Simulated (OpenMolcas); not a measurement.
## A ladder of methods for C2HBF2 (SMILES C#CB(F)F)

C2HBF2 has 6 atoms, charge 0, and is taken as a singlet. SMILES: `C#CB(F)F`. Geometry: relaxed at PBE0-D4/def2-TZVP.

```jsonl
{"atom": "C", "x (Å)": "-0.8837", "y (Å)": "0.4508", "z (Å)": "1.2534"}
{"atom": "C", "x (Å)": "-0.2186", "y (Å)": "0.1062", "z (Å)": "0.3117"}
{"atom": "B", "x (Å)": "0.6220", "y (Å)": "-0.3292", "z (Å)": "-0.8784"}
{"atom": "F", "x (Å)": "0.1536", "y (Å)": "-1.1795", "z (Å)": "-1.7666"}
{"atom": "F", "x (Å)": "1.8417", "y (Å)": "0.1317", "z (Å)": "-1.0541"}
{"atom": "H", "x (Å)": "-1.4730", "y (Å)": "0.7560", "z (Å)": "2.0879"}
```

Quantity: the energy change with the C2–B3 bond stretched from 1.521 to 2.281 Å, in eV. The values are calculated.

| level | kind | program | value (eV) | less CCSD(T)/def2-SVPD | CPU time (all runs) |
| --- | --- | --- | --- | --- | --- |
| HF/def2-SVPD (restricted) | Hartree–Fock | OpenMolcas | 3.36 | +0.38 | 29 s |
| SVWN5/def2-SVPD (restricted) | LDA | OpenMolcas | 3.14 | +0.16 | 57 s |
| BLYP/def2-SVPD (restricted) | GGA | OpenMolcas | 2.85 | -0.13 | 78 s |
| M06-L/def2-SVPD (restricted) | meta-GGA | OpenMolcas | 3.14 | +0.16 | 1.7 min |
| r2SCAN/def2-SVPD (restricted) | meta-GGA | OpenMolcas | 3.09 | +0.11 | 99 s |
| B3LYP/def2-SVPD (restricted) | global hybrid | OpenMolcas | 3.07 | +0.09 | 79 s |
| PBE0/def2-SVPD (restricted) | global hybrid | OpenMolcas | 3.16 | +0.18 | 78 s |
| CCSD(T)/def2-SVPD (Cholesky decomposition) (restricted) | coupled cluster or CI | OpenMolcas | 2.98 | 0.00 | 27 min |

CCSD(T)/def2-SVPD (Cholesky decomposition) (restricted) is the highest level here, not the true value. The first shape isn't each level's own minimum. The values span 2.85 to 3.36 eV. CPU times are rough (shared hosts, several kinds of processor and program).
